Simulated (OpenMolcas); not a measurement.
An atom or ion with 42 electrons was computed by MS-CASPT2, IPEA 0.25 Eh, imaginary shift 0.1 Eh with spin-orbit coupling (OpenMolcas, ANO-RCC-VTZP, DKH2). The lowest levels that the run gave, each within 12 % of the measured value where one is at hand:

| J | Parity | E (cm⁻¹) | g |
| --- | --- | --- | --- |
| 4 | even | 0.0 | 1.497 |
| 3 | even | 1227 | 1.499 |
| 2 | even | 1942 | 1.499 |
| 1 | even | 2410 | 1.500 |
| 0 | even | 2640 |  |
| 2 | even | 15450 | 1.488 |
| 4 | even | 15850 | 1.020 |
| 6 | even | 16100 | 1.163 |
| 5 | even | 16290 | 1.069 |
| 3 | even | 17510 | 1.027 |
| 4 | even | 17660 | 1.021 |
| 2 | even | 18040 | 0.676 |

Problem. Which ion is it, and what are the configurations and terms?

Solution. Ru2+ (Z = 44, charge +2; active space 6 electrons in 6 orbitals (4d 5s)). J, parity and g give the terms where levels are pure, and mixed ones are named by the computed weights; the size of the splittings, set against known spectra of the 42-electron sequence, gives the charge. In order, with the measured energies in cm⁻¹ (Moore, Atomic Energy Levels, vol. III, NSRDS-NBS 35 (1971 reprint of NBS Circular 467, 1958)): 4d⁶ ⁵D₄, 4d⁶ ⁵D₃ (1159), 4d⁶ ⁵D₂ (1826), 4d⁶ ⁵D₁ (2266), 4d⁶ ⁵D₀ (2476), 4d⁶ ³P₂(1), 4d⁶ ³H₄ [38 %], 4d⁶ ³H₆, 4d⁶ ³H₅, 4d⁶ ³F₃(1), 4d⁶ ³H₄ [51 %], 4d⁶ ³F₂(1).

Term energies are means over components that CASPT2 splits; among the terms shown or strongly mixed into the levels shown the widest spread is 110 cm-1 (4d⁶ ³F(1)). Blocks of more than 70 roots (2S+1 = 3 even) ran without multistate coupling. Some high roots are left out of the spin-orbit mixing, which shifts the levels that they would mix with. Measured partners are found by configuration, term and J. A level has none where our copy of the source lacks it or the pairing is in doubt (some pairs that miss far off the trend of their configuration count as doubtful), and it then counts in no deviation. Levels of configurations outside the active space are missing.

A share in square brackets marks a mixed level and gives the weight of the term that names it. A number in round brackets counts repeated terms of one configuration in the order of the reference energies.
